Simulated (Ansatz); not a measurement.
Geometry optimisation, RKS B3LYP/def2-SVP (Ansatz).

Input file:

```yaml
crystal:
  periodic: [false, false, false]
  atoms:
    - { symbol: "N", position_ang: [-2.2188, 1.17351, -0.45055] }
    - { symbol: Al, position_ang: [-0.76176, 0.12134, -0.29865] }
    - { symbol: Si, position_ang: [1.23237, -1.53767, 1.39824] }
    - { symbol: B, position_ang: [0.87648, -1.01234, -0.35212] }
    - { symbol: Zn, position_ang: [1.82555, 0.32666, -1.50518] }
    - { symbol: H, position_ang: [-2.33296, 1.89043, -1.17093] }
    - { symbol: H, position_ang: [-3.06195, 1.21512, 0.12352] }
    - { symbol: H, position_ang: [0.28726, -1.76093, 2.53044] }
    - { symbol: H, position_ang: [2.44883, -2.20099, 1.94353] }
    - { symbol: H, position_ang: [1.70497, 1.78486, -2.2183] }
basis:
  gaussian: { orbitals: def2-SVP }
hamiltonian:
  xc: b3lyp
relax:
  f_tol: 0.02
  max_steps: 50
output:
  orbitals: {}
```

Command:

```bash
$ ansatz run input.yaml --threads 2 --pin off --max-ram 3072MiB --backend cpu --events-out ev --progress --plain --runs-dir out
```

**Question.** Where does it end, and by what steps?

**Answer.** The run converged. After 24 steps the energy has fallen by 0.644 eV; H10 moved furthest, 2.00 Å.

```json
{"step": "0", "energy less start (eV)": "0.0000", "largest force component (eV/Å)": "0.688", "accepted": "yes"}
{"step": "1", "energy less start (eV)": "-0.1830", "largest force component (eV/Å)": "0.438", "accepted": "yes"}
{"step": "2", "energy less start (eV)": "-0.2897", "largest force component (eV/Å)": "0.308", "accepted": "yes"}
{"step": "3", "energy less start (eV)": "-0.3634", "largest force component (eV/Å)": "0.307", "accepted": "yes"}
{"step": "4", "energy less start (eV)": "-0.4132", "largest force component (eV/Å)": "0.145", "accepted": "yes"}
{"step": "5", "energy less start (eV)": "-0.4503", "largest force component (eV/Å)": "0.114", "accepted": "yes"}
{"step": "6", "energy less start (eV)": "-0.4781", "largest force component (eV/Å)": "0.208", "accepted": "yes"}
{"step": "7", "energy less start (eV)": "-0.5018", "largest force component (eV/Å)": "0.468", "accepted": "yes"}
{"step": "8", "energy less start (eV)": "-0.5137", "largest force component (eV/Å)": "0.922", "accepted": "yes"}
{"step": "9", "energy less start (eV)": "-0.5537", "largest force component (eV/Å)": "0.292", "accepted": "yes"}
{"step": "10", "energy less start (eV)": "-0.5790", "largest force component (eV/Å)": "0.189", "accepted": "yes"}
{"step": "11", "energy less start (eV)": "-0.5986", "largest force component (eV/Å)": "0.318", "accepted": "yes"}
{"step": "12", "energy less start (eV)": "-0.5957", "largest force component (eV/Å)": "0.993", "accepted": "no"}
{"step": "13", "energy less start (eV)": "-0.6102", "largest force component (eV/Å)": "0.150", "accepted": "yes"}
{"step": "14", "energy less start (eV)": "-0.6190", "largest force component (eV/Å)": "0.133", "accepted": "yes"}
{"step": "15", "energy less start (eV)": "-0.6295", "largest force component (eV/Å)": "0.117", "accepted": "yes"}
{"step": "16", "energy less start (eV)": "-0.6350", "largest force component (eV/Å)": "0.114", "accepted": "yes"}
{"step": "17", "energy less start (eV)": "-0.6395", "largest force component (eV/Å)": "0.063", "accepted": "yes"}
{"step": "18", "energy less start (eV)": "-0.6405", "largest force component (eV/Å)": "0.059", "accepted": "yes"}
{"step": "19", "energy less start (eV)": "-0.6295", "largest force component (eV/Å)": "0.824", "accepted": "no"}
{"step": "20", "energy less start (eV)": "-0.6408", "largest force component (eV/Å)": "0.139", "accepted": "yes"}
{"step": "21", "energy less start (eV)": "-0.6432", "largest force component (eV/Å)": "0.190", "accepted": "yes"}
{"step": "22", "energy less start (eV)": "-0.6433", "largest force component (eV/Å)": "0.108", "accepted": "yes"}
{"step": "23", "energy less start (eV)": "-0.6441", "largest force component (eV/Å)": "0.020", "accepted": "yes"}
{"step": "24", "energy less start (eV)": "-0.6441", "largest force component (eV/Å)": "0.019", "accepted": "yes"}
```

```xyz
10
Properties=species:S:1:pos:R:3
N -2.628 0.933 -0.092
Al -0.920 0.477 -0.224
Si 0.986 -1.322 1.091
B 0.959 -0.085 -0.291
Zn 2.435 0.574 -1.491
H -3.395 0.489 -0.592
H -2.991 1.667 0.512
H -0.182 -1.717 1.946
H 2.164 -2.112 1.573
H 3.572 1.096 -2.431
```

Whether the end is a true minimum wasn't checked by a vibrational analysis.

Run time: 100 s on 2 threads of Intel(R) Xeon(R) Platinum 8488C (Sapphire Rapids), with other jobs on the host, peak memory 0.32 GiB.
